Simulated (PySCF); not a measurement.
# Reading the logs of faulty runs: C2GeH8N

Calculated results; nothing here was measured. They come from PySCF 2.14.0, an open-source quantum chemistry program, on an isolated molecule that a program drew, which may never have been made. The molecule is C2GeH8N (charge 0, doublet), drawn as the SMILES string `[CH2][NH][GeH2][CH3]`.

Each row is a Hartree-Fock (HF) and frozen-core CCSD(T) single point in the cc-pVDZ basis, meant for a local HF minimum. Run 1 is clean. Each other run has one planted mistake out of seven kinds, and not every kind appears here: one electron removed, one electron added, multiplicity raised by two, geometry at a saddle point, minimal basis STO-3G, one bond length entered in bohr, all coordinates scaled. The reference is restricted for singlets and unrestricted otherwise, and also for a bond in bohr. Adding or removing an electron swaps singlet and doublet. Electrons count all cores. HOMO and LUMO are orbital energies over both spins, the gradient is its largest component, and the lowest frequency (negative if imaginary) is given only where the gradient is small. Bond lengths are over the 11 bonds as drawn. T1 is the CCSD diagnostic: over 0.02 (restricted) or 0.045 (unrestricted) a single reference is doubtful. Germanium has the cc-pVDZ-PP basis, with a core potential (ECP10MDF) in place of its 10 inner electrons, and its 3s, 3p and 3d shells are frozen in CCSD(T).

Geometry of the clean run:
```xyz
12
C2GeH8N, angstrom
C     1.1769   -1.6038    2.3185
N     0.7096   -1.7284    1.0070
Ge    0.4407   -0.2652   -0.0923
C    -0.9657    0.9320    0.5567
H     1.2413   -2.5131    2.9057
H     1.9405   -0.8520    2.4901
H     0.0815   -2.4987    0.8786
H     0.0710   -0.8420   -1.4640
H     1.7786    0.4791   -0.1635
H    -0.7231    1.2880    1.5598
H    -1.0650    1.7948   -0.1062
H    -1.9239    0.4098    0.5953
```

| run | electrons | basis functions | <S^2> | HOMO (eV) | LUMO (eV) | gradient (hartree/bohr) | lowest frequency (cm^-1) | mean bond (Å) | longest bond (Å) | T1 | HF (hartree) | CCSD(T) (hartree) | mistake |
|---|---|---|---|---|---|---|---|---|---|---|---|---|---|
| 1 | 59 | 105 | 0.761 | -7.70 | 4.48 | 1.9e-05 | 73 | 1.3381 | 1.958 | 0.0143 | -428.18403 | -428.79532 | no fault |
| 2 | 58 | 105 | 0.000 | -16.14 | -4.54 | 1.6e-01 | - | 1.3381 | 1.958 | 0.0194 | -427.95866 | -428.57532 | one electron removed |
| 3 | 59 | 105 | 1.129 | -8.51 | 3.60 | 4.4e-02 | - | 1.4258 | 2.049 | 0.0367 | -428.06182 | -428.67160 | one bond length entered in bohr |
| 4 | 59 | 105 | 0.763 | -8.15 | 3.98 | 4.8e-02 | - | 1.4438 | 2.112 | 0.0172 | -428.12518 | -428.75559 | all coordinates scaled |
| 5 | 59 | 105 | 3.769 | -2.29 | -0.71 | 8.1e-02 | - | 1.3381 | 1.958 | 0.0304 | -427.93751 | -428.52565 | ? |
| 6 | 60 | 105 | 0.000 | 1.73 | 8.63 | 9.4e-02 | - | 1.3381 | 1.958 | 0.0221 | -428.05873 | -428.70869 | ? |

**Which mistake was planted in run 5, and what did it cost?**

Electrons, basis and geometry are unchanged, and <S^2> is 3.769, beside S(S+1) = 3.75 for a multiplicity of 4. So the mistake is: multiplicity raised by two. Subtracting run 1 and multiplying by 627.51 kcal/mol a hartree, the energy moved by 154.7 kcal/mol in HF and 169.2 kcal/mol in CCSD(T).

**Which mistake was planted in run 6, and what did it cost?**

It counts 60 electrons, one more than the clean run, at the same geometry and basis. So the mistake is: one electron added. Subtracting run 1 and multiplying by 627.51 kcal/mol a hartree, the energy moved by 78.6 kcal/mol in HF and 54.4 kcal/mol in CCSD(T).

Cautions from the logs. Run 6: T1 is over the limit, so its CCSD(T) energy is less reliable and the HOMO is above zero, so the electron isn't bound and the energy depends on the basis.
